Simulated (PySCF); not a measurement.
Species: C5H7BO2.
Geometry (PBE0-D3(BJ)/def2-SVP, Å), atoms numbered from 1 in this order:
```
atom  x, y, z in Å
C1    -3.4641   -0.4180    0.3208
C2    -2.0568    0.0248    0.1332
C3    -0.9779   -0.7659    0.2813
C4     0.3576   -0.3304    0.0819
C5     1.5126    0.0304   -0.0849
B6     2.9632    0.4832   -0.2937
O7     3.2598    1.7993   -0.0898
O8     3.8751   -0.4587   -0.6703
H9    -3.5258   -1.4756    0.6160
H10   -3.9680    0.1878    1.0928
H11   -4.0470   -0.2831   -0.6062
H12   -1.8934    1.0707   -0.1518
H13   -1.1168   -1.8177    0.5635
H14    4.1805    2.0343   -0.2370
H15    4.7740   -0.1354   -0.7788
```

Computed with PySCF at B3LYP/def2-SVPD, non-relativistic, on one gas-phase PBE0-D3(BJ)/def2-SVP geometry that isn't relaxed in the solvent. The solvent is an IEF-PCM continuum (Bondi radii, 1.10 Å for H, scaled by 1.2), and excitations are vertical TDDFT with non-equilibrium linear response and a frozen core. Only the electrostatic response of the medium enters.

Gas-phase singlets (H = HOMO, L = LUMO):

```tsv
state	E (eV)	λ (nm)	f	leading configuration
S1	4.655	266	0.077	H-1→L 66%
S2	4.960	250	0.338	H→L 54%
S3	5.324	233	0.001	H→L+1 99%
S4	5.723	217	0.044	H→L+2 86%
S5	6.123	202	0.004	H-1→L+1 100%
```

Task: How does the list change in benzene (ε = 2.271)?

Result: 
| state | E (eV) | λ (nm) | f | leading configuration | change by rank (eV) |
| --- | --- | --- | --- | --- | --- |
| S1 | 4.672 | 265 | 0.257 | H→L 56% | +0.017 |
| S2 | 4.928 | 252 | 0.303 | H-1→L 62% | -0.032 |
| S3 | 5.614 | 221 | 0.005 | H→L+1 95% | +0.290 |
| S4 | 5.731 | 216 | 0.050 | H→L+2 86% | +0.008 |
| S5 | 6.458 | 192 | 0.001 | H→L+3 92% | +0.335 |

Task: The ground-state energy changes by -0.206 eV from gas to benzene. By how much does the total energy of gas-phase S2 change?

Result: E(S2) = E(S0) + excitation energy, so it changes by -0.206 − 0.288 = -0.494 eV: it is lowered more than the ground state, which is what a red shift means. This is the vertical state, with the slow part of the continuum still set for S0.

Task: How do the frontier levels move from gas to benzene?

Result: 
| orbital | gas (eV) | solvent (eV) | change (eV) | Löwdin shares, gas | Löwdin shares, solvent |
| --- | --- | --- | --- | --- | --- |
| LUMO+2 | 0.33 | 0.31 | -0.02 | C4 18 %, C5 18 %, C3 12 %, B6 11 % | C4 20 %, C5 20 %, C3 12 %, B6 11 % |
| LUMO+1 | -0.59 | -0.34 | +0.25 | B6 32 %, O8 18 %, O7 18 %, H15 14 % | B6 40 %, O8 17 %, O7 16 %, H15 12 % |
| LUMO | -1.29 | -1.33 | -0.04 | C2 24 %, C5 16 %, C3 15 %, C4 15 % | C2 24 %, C5 16 %, C4 15 %, C3 14 % |
| HOMO | -6.51 | -6.56 | -0.05 | C5 26 %, C2 21 %, C4 19 %, C3 17 % | C5 25 %, C2 21 %, C4 18 %, C3 18 % |
| HOMO-1 | -7.39 | -7.51 | -0.12 | C5 41 %, C4 40 %, C3 7 %, B6 4 % | C5 41 %, C4 40 %, C3 7 %, B6 4 % |
| HOMO-2 | -8.98 | -9.05 | -0.07 | C4 29 %, C3 27 %, C5 17 %, C2 12 % | C4 29 %, C3 26 %, C5 18 %, C2 11 % |
| HOMO-3 | -9.28 | -9.27 | +0.01 | O8 43 %, O7 43 %, B6 8 % | O8 43 %, O7 43 %, B6 8 % |

The HOMO–LUMO gap goes from 5.21 to 5.24 eV.
